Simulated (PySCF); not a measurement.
C₂H₅O₂ (SMILES COC=[OH+]), charge +1, singlet, at a GFN2-xTB geometry, atoms displaced at random by about 0.05 Å a coordinate. Base run: PBE0/STO-3G (PySCF).

The PySCF input:
```python
from pyscf import gto, scf, dft
from pyscf.geomopt import geometric_solver

mol = gto.M(
    atom='''
C    -0.739854   -0.017304   -0.143632
O    -0.747256   -1.112868    0.443222
O     0.010386    0.634958   -0.369778
H    -1.776485    0.372460   -0.311171
C     1.409390    0.427786   -0.120833
H     1.784480    1.337714    0.542538
H     1.495952   -0.519905    0.375573
H     1.926634    0.456919   -1.119214
H    -1.496485   -1.723455    0.648651
''',
    basis='sto-3g',
    charge=1,
    spin=0,
    verbose=3,
)

def method(m):
    mf = dft.RKS(m)
    mf.xc = 'pbe0'
    return mf

conv, mol_eq = geometric_solver.kernel(method(mol), maxsteps=100)
print('optimisation converged:', conv)
print(mol_eq.tostring(format='xyz'))
mf = method(mol_eq)
mf.kernel()
```

Each row names what was changed in the base input (with any setting that the change needs).

```tsv
change	ΔE vs base (µEh)	optimiser steps	core-seconds (rough)	outcome
base	0.0	10	50	converged
coordsys = prim	-801	25	100	converged
trust = 0.02	0.3	12	50	converged
convergence_set = TURBOMOLE	-805	27	100	converged
coordsys = dlc	0.0	10	40	converged
convergence_set = GAU_VERYTIGHT	-	-	-	cut at the time limit
coordsys = hdlc	1.5	11	40	converged
```
